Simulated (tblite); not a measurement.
C4H7B2NO.
Numbering: `[BH2:1][O:2][BH:3][n:4]1[cH:5][cH:6][cH:7][cH:8]1` (hydrogens: H9, H10 on B1; H11 on B3; H12 on C5; H13 on C6; H14 on C7; H15 on C8)

Computed with GFN2-xTB (tblite), gas phase: L-BFGS steps from a force-field or distance-geometry start until the largest atomic force falls under 0.01 eV/Å.

Step 67: E = -590.5192 eV
```
atom  x, y, z in Å  |  force x, y, z in eV/Å
B1      3.0906    0.2854   -0.0608   -0.047   0.141   0.087
O2      2.0028   -0.2350   -0.5473    0.216   0.003   0.022
B3      0.9319   -0.9292   -0.8138   -0.097  -0.107  -0.141
N4     -0.3848   -0.3392   -0.6544    0.019   0.047   0.159
C5     -1.4742   -1.0367   -0.1820    0.101  -0.056   0.065
C6     -2.4235   -0.1636    0.2466   -0.090  -0.054  -0.089
C7     -1.9346    1.1407   -0.0107   -0.070  -0.036  -0.075
C8     -0.6955    0.9971   -0.5559    0.008   0.055   0.167
H9      3.7930    0.9592   -0.7258   -0.048  -0.045  -0.103
H10     3.3562    0.1082    1.0791   -0.018  -0.027  -0.050
H11     1.0233   -2.0600   -1.1493   -0.064   0.086   0.049
H12    -1.4553   -2.1083   -0.1332    0.003   0.019  -0.051
H13    -3.3635   -0.4284    0.6894   -0.042   0.062  -0.028
H14    -2.4593    2.0597    0.1687    0.050  -0.013   0.009
H15    -0.0116    1.7581   -0.8783    0.079  -0.073  -0.021
```

Step 68: E = -590.5254 eV
```
atom  x, y, z in Å  |  force x, y, z in eV/Å
B1      3.0856    0.2909   -0.0623   -0.144   0.151  -0.009
O2      2.0018   -0.2401   -0.5521    0.357   0.021   0.118
B3      0.9318   -0.9380   -0.8077   -0.155  -0.084  -0.152
N4     -0.3818   -0.3428   -0.6491   -0.008   0.073   0.128
C5     -1.4760   -1.0389   -0.1873    0.046  -0.041   0.060
C6     -2.4258   -0.1629    0.2397   -0.009  -0.060  -0.101
C7     -1.9292    1.1427   -0.0087   -0.016  -0.133  -0.032
C8     -0.6861    0.9953   -0.5463   -0.026   0.005   0.161
H9      3.7819    0.9559   -0.7425   -0.017  -0.044  -0.073
H10     3.3432    0.1446    1.0838   -0.024  -0.052  -0.070
H11     1.0133   -2.0697   -1.1370   -0.033   0.057   0.050
H12    -1.4598   -2.1132   -0.1557   -0.019   0.096  -0.021
H13    -3.3664   -0.4304    0.6807   -0.035   0.089  -0.046
H14    -2.4420    2.0649    0.1867    0.024  -0.020  -0.020
H15     0.0050    1.7497   -0.8698    0.060  -0.059   0.006
```

Q: Estimate the geometry and energy of step 69. (The exact step hangs on the optimiser's Hessian estimate; all steps are aligned on step 68, rigid shifts and turns removed.)

A: E = -590.5330 eV, largest force 0.369 eV/Å
```
atom  x, y, z in Å  |  force x, y, z in eV/Å
B1      3.0824    0.2967   -0.0620   -0.170   0.156  -0.131
O2      2.0066   -0.2490   -0.5528    0.343   0.007   0.137
B3      0.9322   -0.9404   -0.8042   -0.151  -0.097  -0.114
N4     -0.3756   -0.3424   -0.6341   -0.061   0.022   0.055
C5     -1.4741   -1.0408   -0.1872    0.016   0.052   0.034
C6     -2.4291   -0.1644    0.2294    0.001  -0.081  -0.059
C7     -1.9284    1.1410   -0.0121    0.027  -0.076   0.044
C8     -0.6783    0.9941   -0.5336   -0.034   0.022   0.131
H9      3.7711    0.9512   -0.7584    0.028  -0.015  -0.052
H10     3.3341    0.1727    1.0838    0.000  -0.066   0.004
H11     0.9936   -2.0712   -1.1311    0.025   0.000   0.031
H12    -1.4589   -2.1139   -0.1709   -0.028   0.048   0.013
H13    -3.3715   -0.4323    0.6692   -0.008   0.102  -0.082
H14    -2.4287    2.0669    0.2000   -0.013  -0.044  -0.063
H15     0.0200    1.7397   -0.8634    0.025  -0.029   0.052
```

The energy changes by -0.0076 eV. The first-order estimate −F·Δx gives -0.0112 eV and the mean of the old and new forces, exact on a quadratic surface, -0.0076 eV. The step makes an angle of 72° with the force vector and moves no atom by more than 0.030 Å.

What follows is the cost of the whole relaxation. Hardware: one thread of an Arm Neoverse N1, shared host with 64 logical CPUs at a one-minute load of 51. Cost: 1.2 s wall.
